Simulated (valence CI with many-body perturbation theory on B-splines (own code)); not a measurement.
The numbers below are computed, except where a source is named.
**Energy levels of Cd XXXV**

Level of theory: configuration interaction combined with many-body perturbation theory (CI+MBPT): four valence electrons over a frozen Dirac-Fock core [Ne], radial functions for each j: 11 s, 11 p, 10 d, 8 f, 5 g, 2 h, with the one-electron correlation potential Σ1, the two-electron term Σ2, the three-electron term Σ3, Breit, model QED; selected CI, second order for the rest, scaled by the run's own slope (own B-spline code, finite nucleus).

The last digits are not significant, and no measured levels were compared; by estimate large intervals hold to a few tenths of a per cent, small ones and those within an open d or f shell to about a per cent. Among the levels kept, up to 700 cm⁻¹ of a level comes from second order outside the variational space, and about a tenth of that is noise between levels of different J, which matters for small intervals.

Levels 91 to 135 of 175, with energies above the lowest level, (3s^2 3p1/2^2) J=0. "Leading %" is the weight of the configuration and term that name the level; weights of strongly mixed levels are sums over their largest components and can fall short. In the jj column 3d3/2^4 stands for four electrons in 3d with j = 3/2.

| No. | Configuration | Term | J | E (eV) | Leading % | Second component | Leading jj | g |
| --- | --- | --- | --- | --- | --- | --- | --- | --- |
| 91 | 3s²3d² | ¹G | 4 | 393.95 | 59 | 22 % 3s3p²3d ¹G | 3s^2 3d3/2 3d5/2 (33 %) | 1.038 |
| 92 | 3s3p²3d | ¹F | 3 | 396.21 | 51 | 26 % 3s3p²3d ³D | 3s 3p3/2^2 3d5/2 (59 %) | 1.116 |
| 93 | 3p³3d | ³F° | 2 | 397.67 | 24 | 12 % 3p³3d ³D° | 3p1/2^2 3p3/2 3d3/2 (76 %) | 0.941 |
| 94 | 3s3p²3d | ³P | 1 | 399.94 | 47 | 33 % 3s3p²3d ¹P | 3s 3p3/2^2 3d5/2 (75 %) | 1.231 |
| 95 | 3s²3d² | ¹D | 2 | 401.99 | 25 | 21 % 3s²3d² ³P | 3s^2 3d5/2^2 (46 %) | 1.200 |
| 96 | 3p³3d | ³P° | 0 | 403.37 | 41 | 29 % 3p³3d ⁵D° | 3p1/2^2 3p3/2 3d3/2 (82 %) |  |
| 97 | 3p³3d | ³F° | 3 | 403.67 | 28 | 21 % 3p³3d ⁵D° | 3p1/2^2 3p3/2 3d3/2 (70 %) | 1.161 |
| 98 | 3s²3d² | ¹S | 0 | 404.72 | 39 | 20 % 3p⁴ ³P | 3s^2 3d5/2^2 (47 %) |  |
| 99 | 3p³3d | ⁵D° | 1 | 406.23 | 35 | 23 % 3p³3d ³P° | 3p1/2^2 3p3/2 3d3/2 (84 %) | 1.183 |
| 100 | 3s3p²3d | ¹D | 2 | 409.42 | 57 | 16 % 3s3p²3d ³P | 3s 3p3/2^2 3d5/2 (73 %) | 1.067 |
| 101 | 3p³3d | ³F° | 4 | 414.05 | 36 | 33 % 3p³3d ⁵D° | 3p1/2^2 3p3/2 3d5/2 (87 %) | 1.271 |
| 102 | 3p³3d | ³D° | 2 | 415.92 | 23 | 18 % 3p³3d ⁵D° | 3p1/2^2 3p3/2 3d5/2 (68 %) | 1.225 |
| 103 | 3s3p3d² | ⁵G° | 2 | 416.82 | 68 | 12 % 3s3p3d² ³F° | 3s 3p1/2 3d3/2^2 (71 %) | 0.546 |
| 104 | 3s²3d² | ¹S | 0 | 420.69 | 35 | 24 % 3s3p²3d ¹S | 3s^2 3d5/2^2 (30 %) |  |
| 105 | 3s3p3d² | ⁵G° | 3 | 421.06 | 34 | 14 % 3p³3d ³F° | 3s 3p1/2 3d3/2^2 (27 %) | 0.999 |
| 106 | 3s3p3d² | ⁵G° | 3 | 423.60 | 22 | 18 % 3p³3d ³G° | 3s 3p1/2 3d3/2^2 (38 %) | 1.020 |
| 107 | 3p³3d | ³D° | 1 | 430.42 | 24 | 9 % 3s3p3d² ³D° | 3p1/2^2 3p3/2 3d5/2 (50 %) | 1.023 |
| 108 | 3s3p3d² | ⁵G° | 3 | 431.22 | 24 | 13 % 3p³3d ³F° | 3s 3p1/2 3d3/2 3d5/2 (57 %) | 1.136 |
| 109 | 3p³3d | ⁵D° | 2 | 431.49 | 20 | 13 % 3p³3d ³F° | 3p1/2 3p3/2^2 3d3/2 (44 %) | 1.022 |
| 110 | 3p³3d | ⁵D° | 0 | 432.04 | 43 | 24 % 3p³3d ¹S° | 3p1/2 3p3/2^2 3d3/2 (56 %) |  |
| 111 | 3s3p3d² | ⁵G° | 4 | 432.42 | 65 | 12 % 3s3p3d² ⁵F° | 3s 3p1/2 3d3/2 3d5/2 (79 %) | 1.169 |
| 112 | 3p³3d | ³D° | 1 | 433.92 | 45 | 14 % 3p³3d ⁵D° | 3p1/2 3p3/2^2 3d3/2 (46 %) | 0.809 |
| 113 | 3s3p3d² | ⁵D° | 0 | 436.96 | 81 | 8 % 3s3p3d² ³P° | 3s 3p1/2 3d3/2^2 (45 %) |  |
| 114 | 3p³3d | ³F° | 4 | 438.31 | 21 | 19 % 3p³3d ³G° | 3p1/2 3p3/2^2 3d3/2 (35 %) | 1.142 |
| 115 | 3s3p3d² | ⁵D° | 1 | 438.46 | 36 | 28 % 3s3p3d² ⁵F° | 3s 3p1/2 3d3/2 3d5/2 (40 %) | 0.920 |
| 116 | 3s3p3d² | ⁵F° | 2 | 439.65 | 27 | 24 % 3s3p3d² ⁵D° | 3s 3p1/2 3d3/2 3d5/2 (45 %) | 1.182 |
| 117 | 3p³3d | ⁵D° | 3 | 440.07 | 27 | 17 % 3p³3d ³F° | 3s 3p1/2 3d3/2 3d5/2 (40 %) | 1.270 |
| 118 | 3s3p3d² | ⁵D° | 1 | 440.89 | 42 | 31 % 3s3p3d² ⁵F° | 3s 3p1/2 3d3/2^2 (61 %) | 0.908 |
| 119 | 3s3p3d² | ³G° | 5 | 441.19 | 31 | 29 % 3s3p3d² ⁵G° | 3s 3p1/2 3d3/2 3d5/2 (59 %) | 1.224 |
| 120 | 3s3p3d² | ⁵P° | 1 | 441.36 | 48 | 31 % 3s3p3d² ³S° | 3s 3p1/2 3d3/2 3d5/2 (49 %) | 2.069 |
| 121 | 3s3p3d² | ⁵D° | 2 | 443.22 | 31 | 15 % 3s3p3d² ⁵P° | 3s 3p1/2 3d3/2 3d5/2 (44 %) | 1.416 |
| 122 | 3p³3d | ³F° | 4 | 445.48 | 27 | 13 % 3p³3d ³G° | 3p1/2 3p3/2^2 3d5/2 (50 %) | 1.215 |
| 123 | 3p³3d | ³D° | 3 | 446.48 | 26 | 16 % 3p³3d ⁵D° | 3p1/2 3p3/2^2 3d5/2 (43 %) | 1.335 |
| 124 | 3p³3d | ³F° | 2 | 449.07 | 31 | 14 % 3s3p3d² ¹D° | 3p1/2 3p3/2^2 3d3/2 (44 %) | 0.959 |
| 125 | 3s3p3d² | ⁵D° | 4 | 450.33 | 41 | 15 % 3s3p3d² ⁵F° | 3s 3p1/2 3d3/2 3d5/2 (35 %) | 1.327 |
| 126 | 3p³3d | ³G° | 5 | 451.23 | 36 | 34 % 3s3p3d² ⁵G° | 3s 3p1/2 3d5/2^2 (40 %) | 1.223 |
| 127 | 3s3p3d² | ⁵D° | 3 | 452.15 | 35 | 22 % 3s3p3d² ⁵F° | 3s 3p1/2 3d3/2 3d5/2 (71 %) | 1.366 |
| 128 | 3p³3d | ¹P° | 1 | 452.95 | 23 | 14 % 3p³3d ⁵D° | 3p1/2 3p3/2^2 3d3/2 (36 %) | 1.335 |
| 129 | 3p³3d | ³P° | 2 | 453.22 | 24 | 18 % 3s3p3d² ³P° | 3s 3p1/2 3d3/2 3d5/2 (31 %) | 1.278 |
| 130 | 3p³3d | ¹G° | 4 | 453.33 | 39 | 19 % 3p³3d ⁵D° | 3p1/2 3p3/2^2 3d5/2 (54 %) | 1.185 |
| 131 | 3s3p3d² | ³G° | 3 | 455.07 | 36 | 16 % 3s3p3d² ¹F° | 3s 3p1/2 3d3/2 3d5/2 (34 %) | 0.968 |
| 132 | 3s3p3d² | ³F° | 2 | 456.24 | 37 | 14 % 3s3p3d² ⁵P° | 3s 3p1/2 3d5/2^2 (49 %) | 1.078 |
| 133 | 3p³3d | ³P° | 0 | 456.73 | 39 | 16 % 3p³3d ¹S° | 3p1/2 3p3/2^2 3d5/2 (50 %) |  |
| 134 | 3s3p3d² | ⁵D° | 2 | 457.32 | 26 | 25 % 3s3p3d² ⁵P° | 3s 3p1/2 3d3/2 3d5/2 (57 %) | 1.563 |
| 135 | 3s3p3d² | ³H° | 4 | 458.77 | 59 | 19 % 3p³3d ³G° | 3s 3p1/2 3d3/2 3d5/2 (55 %) | 0.893 |

Where two levels of one J and parity lie close, their mixing, g and order are uncertain.
